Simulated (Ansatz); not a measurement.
Basis-set series for C$_{2}$H$_{6}$InN, SMILES `C/C=[N]\[InH2]`. Total charge 0; spin multiplicity 1. In takes the def2 core potential. All single points use the PBE0-D4/def2-TZVP geometry.

```csv
functional,basis,functions,energy (Eh),HOMO (eV),LUMO (eV)
PBE0-D4,def2-TZVPP,227,-324.55615,-6.18,-1.39
PBE0-D4,def2-QZVPP,433,-324.56565,-6.20,-1.41
ωB97M-V,def2-TZVPP,227,-324.59535,-8.40,0.06
ωB97M-V,def2-QZVPP,433,-324.60464,-8.42,-0.02
```

(1) Give the rows for def2-SVP. (Best estimate.)

## Answers

(1) Computed: 
```csv
functional,basis,functions,energy (Eh),HOMO (eV),LUMO (eV)
PBE0-D4,def2-SVP,98,-324.39596,-6.10,-1.31
ωB97M-V,def2-SVP,98,-324.42669,-8.29,0.28
```

Positive LUMOs are unbound and depend on the basis.
